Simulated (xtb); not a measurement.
xtb input (GFN2-xTB):

```bash
xtb mol.xyz --gfn 2 --sp --chrg 1 --uhf 0
```
mol.xyz:
```
3

Sb    -0.61153293    -0.48845125     0.87283156
I     -1.01210683     1.89001114    -0.40903937
I      1.60056305    -1.41999201    -0.43085515
```

Output:

```
           -------------------------------------------------
          |                Calculation Setup                |
           -------------------------------------------------

           -------------------------------------------------
          |                 G F N 2 - x T B                 |
           -------------------------------------------------

        Reference                      10.1021/acs.jctc.8b01176
      * Hamiltonian:
        H0-scaling (s, p, d)           1.850000    2.230000    2.230000
        zeta-weighting                 0.500000
      * Dispersion:
        s8                             2.700000
        a1                             0.520000
        a2                             5.000000
        s9                             5.000000
      * Repulsion:
        kExp                           1.500000    1.000000
        rExp                           1.000000
      * Coulomb:
        alpha                          2.000000
        third order                    shell-resolved
        anisotropic                    true
        a3                             3.000000
        a5                             4.000000
        cn-shift                       1.200000
        cn-exp                         4.000000
        max-rad                        5.000000

          ...................................................
          :                      SETUP                      :
          :.................................................:
          :  # basis functions                  30          :
          :  # atomic orbitals                  27          :
          :  # shells                            9          :
          :  # electrons                        18          :
          :  max. iterations                   250          :
          :  Hamiltonian                  GFN2-xTB          :
          :  restarted?                      false          :
          :  GBSA solvation                  false          :
          :  PC potential                    false          :
          :  electronic temp.          300.0000000     K    :
          :  accuracy                    1.0000000          :
          :  -> integral cutoff          0.2500000E+02      :
          :  -> integral neglect         0.1000000E-07      :
          :  -> SCF convergence          0.1000000E-05 Eh   :
          :  -> wf. convergence          0.1000000E-03 e    :
          :  Broyden damping             0.4000000          :
          :  net charge                          1          :
          :  unpaired electrons                  0          :
          ...................................................

 iter      E             dE          RMSdq      gap      omega  full diag
   1     -9.3559171 -0.935592E+01  0.213E+01    2.46       0.0  T
   2     -8.7026993  0.653218E+00  0.268E+01    0.34       1.0  T
   3     -9.4749553 -0.772256E+00  0.152E+01    1.75       1.0  T
   4     -9.4500378  0.249175E-01  0.516E+00    1.12       1.0  T
   5     -9.4813592 -0.313214E-01  0.264E+00    1.73       1.0  T
   6     -9.4848181 -0.345893E-02  0.134E+00    1.41       1.0  T
   7     -9.4888484 -0.403032E-02  0.350E-01    1.58       1.0  T
   8     -9.4888781 -0.296837E-04  0.124E-01    1.56       1.0  T
   9     -9.4888808 -0.270529E-05  0.870E-02    1.56       1.0  T
  10     -9.4888918 -0.110351E-04  0.354E-02    1.57       1.6  T
  11     -9.4888932 -0.133982E-05  0.104E-02    1.57       5.6  T
  12     -9.4888933 -0.139718E-06  0.102E-03    1.57      56.5  T
  13     -9.4888933 -0.228258E-08  0.209E-04    1.57     276.1  T
  14     -9.4888933 -0.447073E-10  0.126E-04    1.57     456.6  T

   *** convergence criteria satisfied after 14 iterations ***

         #    Occupation            Energy/Eh            Energy/eV
      -------------------------------------------------------------
         1        2.0000           -1.1480192             -31.2392
       ...           ...                  ...                  ...
         3        2.0000           -0.9542648             -25.9669
         4        2.0000           -0.6977258             -18.9861
         5        2.0000           -0.6802806             -18.5114
         6        2.0000           -0.6574669             -17.8906
         7        2.0000           -0.6471112             -17.6088
         8        2.0000           -0.6463885             -17.5891
         9        2.0000           -0.6404442             -17.4274 (HOMO)
        10                         -0.5827563             -15.8576 (LUMO)
        11                         -0.5008494             -13.6288
        12                         -0.4973942             -13.5348
        13                         -0.2394528              -6.5158
        14                         -0.2315637              -6.3012
       ...                                ...                  ...
        27                          0.6463820              17.5890
      -------------------------------------------------------------
                  HL-Gap            0.0576879 Eh            1.5698 eV
             Fermi-level           -0.6116002 Eh          -16.6425 eV

 SCC (total)                   0 d,  0 h,  0 min,  0.005 sec
 SCC setup                      ...        0 min,  0.000 sec (  2.401%)
 Dispersion                     ...        0 min,  0.000 sec (  0.611%)
 classical contributions        ...        0 min,  0.000 sec (  0.476%)
 integral evaluation            ...        0 min,  0.001 sec ( 15.725%)
 iterations                     ...        0 min,  0.003 sec ( 59.184%)
 molecular gradient             ...        0 min,  0.001 sec ( 19.553%)
 printout                       ...        0 min,  0.000 sec (  1.774%)

         :::::::::::::::::::::::::::::::::::::::::::::::::::::
         ::                     SUMMARY                     ::
         :::::::::::::::::::::::::::::::::::::::::::::::::::::
         :: total energy              -9.482109703532 Eh    ::
         :: gradient norm              0.024597918783 Eh/a0 ::
         :: HOMO-LUMO gap              1.569767087656 eV    ::
         ::.................................................::
         :: SCC energy                -9.488893237699 Eh    ::
         :: -> isotropic ES            0.132145149549 Eh    ::
         :: -> anisotropic ES          0.009250882777 Eh    ::
         :: -> anisotropic XC         -0.018611904101 Eh    ::
         :: -> dispersion             -0.003392604864 Eh    ::
         :: repulsion energy           0.006783534167 Eh    ::
         :: add. restraining           0.000000000000 Eh    ::
         :: total charge               1.000000000000 e     ::
         :::::::::::::::::::::::::::::::::::::::::::::::::::::

           -------------------------------------------------
          |                Property Printout                |
           -------------------------------------------------

    * Orbital Energies and Occupations

         #    Occupation            Energy/Eh            Energy/eV
      -------------------------------------------------------------
         1        2.0000           -1.1480192             -31.2392
         2        2.0000           -0.9708874             -26.4192
         3        2.0000           -0.9542648             -25.9669
         4        2.0000           -0.6977258             -18.9861
         5        2.0000           -0.6802806             -18.5114
         6        2.0000           -0.6574669             -17.8906
         7        2.0000           -0.6471112             -17.6088
         8        2.0000           -0.6463885             -17.5891
         9        2.0000           -0.6404442             -17.4274 (HOMO)
        10                         -0.5827563             -15.8576 (LUMO)
Note: The following floating-point exceptions are signalling: IEEE_DENORMAL
normal termination of xtb
        11                         -0.5008494             -13.6288
        12                         -0.4973942             -13.5348
        13                         -0.2394528              -6.5158
        14                         -0.2315637              -6.3012
        15                         -0.2315083              -6.2997
        16                         -0.2282982              -6.2123
        17                         -0.2237714              -6.0891
        18                         -0.2215917              -6.0298
        19                         -0.2213501              -6.0232
        20                         -0.2183750              -5.9423
       ...                                ...                  ...
        27                          0.6463820              17.5890
      -------------------------------------------------------------
                  HL-Gap            0.0576879 Eh            1.5698 eV
             Fermi-level           -0.6116002 Eh          -16.6425 eV

     #   Z          covCN         q      C6AA      α(0)
     1  51 Sb       1.762     0.639   375.409    37.952
     2  53 I        0.898     0.180   358.880    32.703
     3  53 I        0.898     0.180   358.880    32.703

 Mol. C6AA /au·bohr⁶  :       3270.022956
 Mol. C8AA /au·bohr⁸  :     316998.033458
 Mol. α(0) /au        :        103.358091

Wiberg/Mayer (AO) data.
largest (>0.10) Wiberg bond orders for each atom

 ---------------------------------------------------------------------------
     #   Z sym  total        # sym  WBO       # sym  WBO       # sym  WBO
 ---------------------------------------------------------------------------
     1  51 Sb   3.089 --     2 I    1.544     3 I    1.544
     2  53 I    1.619 --     1 Sb   1.544
     3  53 I    1.619 --     1 Sb   1.544
 ---------------------------------------------------------------------------

Topologies differ in total number of bonds
Writing topology from bond orders to xtbtopo.mol

molecular dipole:
                 x           y           z       tot (Debye)
 q only:       -0.538      -0.430       0.768
   full:       -1.759      -1.405       2.511       8.572
molecular quadrupole (traceless):
                xx          xy          yy          xz          yz          zz
 q only:        0.108      -3.023       1.580      -2.094      -1.615      -1.689
  q+dip:       -1.028       7.386      -4.519      -2.574      -2.137       5.547
   full:       -0.966       8.774      -5.149      -0.488      -0.505       6.114

           -------------------------------------------------
          | TOTAL ENERGY               -9.482109703532 Eh   |
          | GRADIENT NORM               0.024597918783 Eh/α |
          | HOMO-LUMO GAP               1.569767087656 eV   |
           -------------------------------------------------

------------------------------------------------------------------------
------------------------------------------------------------------------
 total:
 SCF:
```

This state (charge 1, singlet) is run at the relaxed geometry of the species with charge 0 and multiplicity 2.
